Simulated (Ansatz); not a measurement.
Reaction (formal hydrolysis of a Ge–Te bond): `[OH][GeH2][TeH]` + H₂O → `[OH][GeH2][OH]` + H₂Te

Gas-phase electronic energies from Ansatz, PBE0-D4/def2-TZVP geometries. CBS: MP2 limit from def2 TZ/QZ plus the TZ coupled-cluster correction, frozen cores. This one scheme is used for every species. DFT in def2-TZVPP. Elements past krypton have def2 core potentials. For Ge, Te outer-core shells are correlated without core-valence functions, which leaves a few kJ/mol of doubt a bond. Scalar relativity is left out up to krypton. Each species was taken in one conformer, which may not be the lowest.

CCSD(T)/CBS gives +8.5 kcal/mol.

(1) Another level gave +6.0 kcal/mol. Which?
A. ωB97X-V/def2-TZVPP
B. r2SCANh-D4/def2-TZVPP
C. PBE0-D4/def2-TZVPP
D. RPA@PBE/def2-TZVPP

Largest T1 diagnostic among the species: 0.012.

## Answers

(1) A. ωB97X-V 6.0, r2SCANh-D4 7.9, PBE0-D4 9.7, RPA@PBE/def2-TZVPP 4.8 kcal/mol.

In def2-TZVPP, CCSD(T) changes the Hartree–Fock value by +2.2 kcal/mol (the triples alone add +0.4 kcal/mol) and MP2 by +3.9 kcal/mol. The D4 term adds +1.4 kcal/mol with B3LYP and +0.8 kcal/mol with PBE0; it sums over pairs of atoms, weighted by their polarisabilities, and B3LYP, whose exchange is more repulsive, gets the larger term.

B3LYP here is the variant with VWN-RPA as its local correlation; programs differ in this.
